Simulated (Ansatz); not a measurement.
`[PH2][SnH2][SH]` + H₂ → `[SH][SnH3]` + PH₃ at 298.15 K and 1 bar (hydrogenolysis of the Sn–P bond).

Computed with Ansatz on PBE0-D4/def2-TZVP structures; ΔE is electronic, products minus reactants. CBS: MP2 limit from def2 TZ/QZ plus the TZ coupled-cluster correction, frozen cores. This one scheme is used for every species. def2 core potentials past Kr. For Sn outer-core shells are correlated without core-valence functions, which leaves a few kJ/mol of doubt a bond. Each species was taken in one conformer, which may not be the lowest.

```csv
species,CCSD(T)/CBS energy (Eh),H − E (kJ/mol),S (J/(mol·K))
`[PH2][SnH2][SH]`,-955.76196,126.4,365.3
H₂,-1.17544,35.1,130.4
`[SH][SnH3]`,-614.20548,91.8,301.7
PH₃,-342.72256,73.1,210.2
```

H − E and S are ideal-gas, rigid-rotor, harmonic terms from PBE0-D4/def2-TZVP, for one conformer and one mirror image of each species. The MP2-based limit puts H₂ 0.8 mEh under its directly extrapolated value; such offsets cancel only in part. 1 Eh = 2625.50 kJ/mol, R = 8.31446 J/(mol·K).

Task: By hand: ΔE, ΔH, ΔS and ΔG.

Result: ΔE = (-614.20548) + (-342.72256) − (-955.76196) − (-1.17544) = 0.00936 Eh = 24.6 kJ/mol. Δ(H − E) = 91.8 + 73.1 − 126.4 − 35.1 = 3.4, so ΔH = 28.0 kJ/mol. ΔS = 301.7 + 210.2 − 365.3 − 130.4 = 16.2 J/(mol·K). ΔG = 28.0 − 298.15 × (16.2)/1000 = 23.2 kJ/mol.

Task: By hand: the equilibrium constant, and the temperature at which ΔG would vanish if ΔH and ΔS stayed fixed.

Result: log₁₀ K = −ΔG/(RT ln 10) = -4.1. ΔG = 0 at ΔH/ΔS = 1728 K, though so small a ΔS makes that figure unsure.

ΔH outweighs TΔS. A doubt of 5 kJ/mol in ΔE shifts log₁₀ K by 0.9 here. Other conformers and mirror images would add mixing entropy, several J/(mol·K) or more a flexible species. Modes under 60 cm⁻¹, often nearly free rotors, make the harmonic entropy too high. These are equilibria of isolated gas molecules and say nothing of rates. Largest T1 diagnostic: 0.013 (customary marks: 0.02 for closed shells, 0.045 for open ones).
